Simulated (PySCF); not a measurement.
PySCF input (PW6B95/def2-TZVPD):

```python
from pyscf import gto, scf, dft

mol = gto.M(
    atom='''
    B     0.95831041   -0.14168356    0.02118926
    O     1.42895727   -0.36712114   -1.10614543
    Cl   -0.95430648    0.21443452    0.51430689
    ''',
    basis='def2-tzvpd',
    charge=-1,
    spin=1,
    verbose=4,
)

mf = dft.UKS(mol, xc='pw6b95').density_fit(auxbasis='def2-universal-jkfit')
mf.grids.level = 3
mf.conv_tol = 1e-9
mf.max_cycle = 100
mf.max_memory = 1500
mf.kernel()
if not mf.converged:
    mf = mf.newton()
    mf.kernel(mf.make_rdm1())
for _ in range(2):
    mo, _, stable, _ = mf.stability(return_status=True)
    if stable:
        break
    mf.kernel(mf.make_rdm1(mo, mf.mo_occ))
mf.analyze()
```

Output:

```
PySCF version 2.14.0

[INPUT] verbose = 4
[INPUT] num. atoms = 3
[INPUT] num. electrons = 31
[INPUT] charge = -1
[INPUT] spin (= nelec alpha-beta = 2S) = 1
[INPUT] symmetry False subgroup None
[INPUT] Mole.unit = angstrom
[INPUT] Symbol           X                Y                Z      unit          X                Y                Z       unit  Magmom
[INPUT]  1 B      0.958310410000  -0.141683560000   0.021189260000 AA    1.810944217220  -0.267743124753   0.040041898182 Bohr   0.0
[INPUT]  2 O      1.428957270000  -0.367121140000  -1.106145430000 AA    2.700337884006  -0.693758409138  -2.090311916639 Bohr   0.0
[INPUT]  3 Cl    -0.954306480000   0.214434520000   0.514306890000 AA   -1.803377886098   0.405222514453   0.971899166077 Bohr   0.0

nuclear repulsion = 63.9289882785768
number of shells = 43
number of NR pGTOs = 179
number of NR cGTOs = 123
basis = def2-tzvpd
ecp = {}

******** <class 'pyscf.df.df_jk.DFUKS'> ********
method = DFUKS
initial guess = minao
damping factor = 0
level_shift factor = 0
DIIS = <class 'pyscf.scf.diis.CDIIS'>
diis_start_cycle = 1
diis_space = 8
diis_damp = 0
SCF conv_tol = 1e-09
SCF conv_tol_grad = None
SCF max_cycles = 100
direct_scf = False
number electrons alpha = 16  beta = 15
XC library pyscf.dft.libxc version 7.1.2
    S. Lehtola, C. Steigemann, M. J. T. Oliveira, and M. A. L. Marques,  SoftwareX 7, 1–5 (2018)
XC functionals = pw6b95
    Y. Zhao and D. G. Truhlar,  J. Phys. Chem. A 109, 5656 (2005)
radial grids:
    Treutler-Ahlrichs [JCP 102, 346 (1995); DOI:10.1063/1.469408] (M4) radial grids

becke partition: Becke, JCP 88, 2547 (1988); DOI:10.1063/1.454033
pruning grids: <function nwchem_prune>
grids dens level: 3
symmetrized grids: False
atomic radii adjust function: <function treutler_atomic_radii_adjust>
small_rho_cutoff = 0
Set gradient conv threshold to 3.16228e-05
tot grids = 47008
******** <class 'pyscf.df.df.DF'> ********
auxbasis = def2-universal-jkfit
init E= -560.884007132373
  alpha nocc = 16  HOMO = -0.172798590699948  LUMO = -0.0356975415761689
  beta  nocc = 15  HOMO = -0.379632456332114  LUMO = -0.172798590699941

WARN: HOMO -0.172798590699948 >= LUMO -0.172798590699941

cycle= 1 E= -560.698900749749  delta_E= 0.185  |g|= 0.674  |ddm|= 1.07
  alpha nocc = 16  HOMO = 0.112657144346015  LUMO = 0.176483332411084
[...]
  beta  nocc = 15  HOMO = -0.112731934309223  LUMO = 0.111590222644908
  HOMO = 0.00351577348459  LUMO = 0.111590222645  gap/eV = 2.94086
Extra cycle  E= -560.888176917175  delta_E= -1.3e-10  |g|= 9.98e-06  |ddm|= 2.47e-05
converged SCF energy = -560.888176917175  <S^2> = 0.75404937  2S+1 = 2.0040453
uhf_internal: lowest eigs of H = [0.21575157 0.23785013 0.25020642]
<class 'pyscf.df.df_jk.DFUKS'> wavefunction is stable in the internal stability analysis
**** SCF Summaries ****
Total Energy =                        -560.888176917175088
Nuclear Repulsion Energy =              63.928988278576810
One-electron Energy =                 -906.759097127046516
Two-electron Energy =                  281.941931931294732
Two-electron Coulomb Energy =          323.544554113114259
DFT Exchange-Correlation Energy =      -41.602622181819513
HOMO-LUMO gap [eV] =                     2.940855555000174
**** MO energy ****
                             alpha | beta                alpha | beta
MO #1   energy= -101.710178438488  | -101.708382061902  occ= 1 | 1
MO #2   energy= -19.059894597478   | -19.0575144068782  occ= 1 | 1
MO #3   energy= -9.35014001288216  | -9.34841766273349  occ= 1 | 1
MO #4   energy= -7.08216909143677  | -7.0776334313428   occ= 1 | 1
MO #5   energy= -7.07660467222543  | -7.07547318791937  occ= 1 | 1
MO #6   energy= -7.07622634133061  | -7.07483609511503  occ= 1 | 1
MO #7   energy= -6.6747499411568   | -6.66539805471555  occ= 1 | 1
MO #8   energy= -0.782427708942613 | -0.775492638571727 occ= 1 | 1
MO #9   energy= -0.626354061662113 | -0.615906212491119 occ= 1 | 1
MO #10  energy= -0.25574591652471  | -0.240806442617981 occ= 1 | 1
MO #11  energy= -0.205892544259288 | -0.192394297798279 occ= 1 | 1
MO #12  energy= -0.169174975063436 | -0.162213860211625 occ= 1 | 1
MO #13  energy= -0.166677162614972 | -0.150907622477392 occ= 1 | 1
MO #14  energy= -0.126544455369817 | -0.124514922108801 occ= 1 | 1
MO #15  energy= -0.121799524122889 | -0.112731934309223 occ= 1 | 1
MO #16  energy= 0.00351577348459386 | 0.111590222644908  occ= 1 | 0
MO #17  energy= 0.137327060982665  | 0.153693940770512  occ= 0 | 0
MO #18  energy= 0.156699696141092  | 0.169376807312026  occ= 0 | 0
MO #19  energy= 0.167610733967559  | 0.171485692741346  occ= 0 | 0
MO #20  energy= 0.169694088670488  | 0.173096858144588  occ= 0 | 0
MO #21  energy= 0.199468737218766  | 0.204228524890063  occ= 0 | 0
MO #22  energy= 0.207132723365541  | 0.217345268256399  occ= 0 | 0
MO #23  energy= 0.221192533389027  | 0.223547772000911  occ= 0 | 0
MO #24  energy= 0.226962070818949  | 0.235957008478125  occ= 0 | 0
MO #25  energy= 0.260961528186475  | 0.265103293505468  occ= 0 | 0
MO #26  energy= 0.29049900326367   | 0.294726058742554  occ= 0 | 0
MO #27  energy= 0.295387216755733  | 0.296173442334978  occ= 0 | 0
MO #28  energy= 0.317358879150656  | 0.323978670451682  occ= 0 | 0
MO #29  energy= 0.32394220867745   | 0.332962845006337  occ= 0 | 0
MO #30  energy= 0.350990355493288  | 0.354792384420291  occ= 0 | 0
MO #31  energy= 0.355755432358144  | 0.356205142424473  occ= 0 | 0
MO #32  energy= 0.366613707632077  | 0.373484358048936  occ= 0 | 0
MO #33  energy= 0.397276970016185  | 0.40265272641895   occ= 0 | 0
MO #34  energy= 0.398100679426959  | 0.403721364552899  occ= 0 | 0
MO #35  energy= 0.410054116858099  | 0.416173769781092  occ= 0 | 0
MO #36  energy= 0.429044428030514  | 0.430785762695689  occ= 0 | 0
MO #37  energy= 0.431949448380925  | 0.433861250944943  occ= 0 | 0
MO #38  energy= 0.43858578306145   | 0.446270566409403  occ= 0 | 0
MO #39  energy= 0.449094031118304  | 0.457880192060499  occ= 0 | 0
MO #40  energy= 0.462925665432608  | 0.473909545527808  occ= 0 | 0
MO #41  energy= 0.540456601108829  | 0.543426078737227  occ= 0 | 0
MO #42  energy= 0.628167344287948  | 0.635052532067807  occ= 0 | 0
MO #43  energy= 0.646580624730299  | 0.648335512351254  occ= 0 | 0
MO #44  energy= 0.653864930679976  | 0.666455650217097  occ= 0 | 0
MO #45  energy= 0.674829967572111  | 0.675971355073952  occ= 0 | 0
MO #46  energy= 0.685536657408128  | 0.688190240330806  occ= 0 | 0
MO #47  energy= 0.702569063894348  | 0.70466350356687   occ= 0 | 0
MO #48  energy= 0.705782696374926  | 0.713068739484146  occ= 0 | 0
MO #49  energy= 0.763621836564537  | 0.774927763833163  occ= 0 | 0
MO #50  energy= 0.777076127106195  | 0.783396629635334  occ= 0 | 0
MO #51  energy= 0.790647664296412  | 0.800810792572386  occ= 0 | 0
MO #52  energy= 0.811561254704473  | 0.814759091885594  occ= 0 | 0
MO #53  energy= 0.829829988545034  | 0.836620813975119  occ= 0 | 0
MO #54  energy= 0.848536149923035  | 0.851257235928494  occ= 0 | 0
MO #55  energy= 0.862572783405394  | 0.874128047500199  occ= 0 | 0
MO #56  energy= 0.884629935471371  | 0.894948243183125  occ= 0 | 0
MO #57  energy= 0.936275258450924  | 0.941922461828254  occ= 0 | 0
MO #58  energy= 0.963038117107613  | 0.967401757385335  occ= 0 | 0
MO #59  energy= 0.963859390864876  | 0.973859864360381  occ= 0 | 0
MO #60  energy= 0.998491269511158  | 1.0046215833609    occ= 0 | 0
MO #61  energy= 1.01679740638499   | 1.02827165215964   occ= 0 | 0
MO #62  energy= 1.06745002858178   | 1.09282054102471   occ= 0 | 0
MO #63  energy= 1.17884026279606   | 1.18945488673998   occ= 0 | 0
MO #64  energy= 1.18979812313023   | 1.20189799538685   occ= 0 | 0
MO #65  energy= 1.23495829524946   | 1.24333576818201   occ= 0 | 0
MO #66  energy= 1.29315707158034   | 1.30681575392131   occ= 0 | 0
MO #67  energy= 1.3278686653339    | 1.34423303647737   occ= 0 | 0
MO #68  energy= 1.51938635081984   | 1.5310124768342    occ= 0 | 0
MO #69  energy= 1.60566629081445   | 1.61550663329592   occ= 0 | 0
MO #70  energy= 1.81113518107738   | 1.81853476031959   occ= 0 | 0
MO #71  energy= 1.85408955039337   | 1.8709625333134    occ= 0 | 0
MO #72  energy= 1.85754902715273   | 1.87501133874054   occ= 0 | 0
MO #73  energy= 1.9059598702567    | 1.91636010904831   occ= 0 | 0
MO #74  energy= 1.9276167595811    | 1.94477299411407   occ= 0 | 0
MO #75  energy= 2.04436169531593   | 2.06195495725119   occ= 0 | 0
MO #76  energy= 2.06000832183493   | 2.08506165092953   occ= 0 | 0
MO #77  energy= 2.0821612399483    | 2.09679791187608   occ= 0 | 0
MO #78  energy= 2.10797600752511   | 2.13145115310228   occ= 0 | 0
MO #79  energy= 2.1515316982056    | 2.15855341003102   occ= 0 | 0
MO #80  energy= 2.15791494582758   | 2.16363574537624   occ= 0 | 0
MO #81  energy= 2.17032655296178   | 2.17746191409752   occ= 0 | 0
MO #82  energy= 2.17888277839139   | 2.20224444612002   occ= 0 | 0
MO #83  energy= 2.20831979010129   | 2.23597121679802   occ= 0 | 0
MO #84  energy= 2.22219425864098   | 2.23960250301517   occ= 0 | 0
MO #85  energy= 2.27932316333576   | 2.29101439793478   occ= 0 | 0
MO #86  energy= 2.28482255134686   | 2.29661597440681   occ= 0 | 0
MO #87  energy= 2.29701949604948   | 2.31345397162222   occ= 0 | 0
MO #88  energy= 2.3255313948294    | 2.35020558775308   occ= 0 | 0
MO #89  energy= 2.38252830182721   | 2.39239705173895   occ= 0 | 0
MO #90  energy= 2.40814202298726   | 2.41574309139078   occ= 0 | 0
MO #91  energy= 2.51860768882612   | 2.53214489344318   occ= 0 | 0
MO #92  energy= 2.55327949177422   | 2.55643445772859   occ= 0 | 0
MO #93  energy= 2.56764279395576   | 2.5756331577209    occ= 0 | 0
MO #94  energy= 2.59887898172449   | 2.60383307420881   occ= 0 | 0
MO #95  energy= 2.64448562673106   | 2.65930924636184   occ= 0 | 0
MO #96  energy= 2.71082123639838   | 2.72508742090371   occ= 0 | 0
MO #97  energy= 2.73796975225674   | 2.74745153312969   occ= 0 | 0
MO #98  energy= 2.90113051332839   | 2.91500442096346   occ= 0 | 0
MO #99  energy= 2.90271920971467   | 2.9163179011455    occ= 0 | 0
MO #100 energy= 2.99561438491266   | 3.01050051536133   occ= 0 | 0
MO #101 energy= 3.30680459907004   | 3.31454583293218   occ= 0 | 0
MO #102 energy= 3.42366399390537   | 3.44143137131807   occ= 0 | 0
MO #103 energy= 3.62343446173391   | 3.62687147425081   occ= 0 | 0
MO #104 energy= 3.65268782333366   | 3.66286374852624   occ= 0 | 0
[...]
```
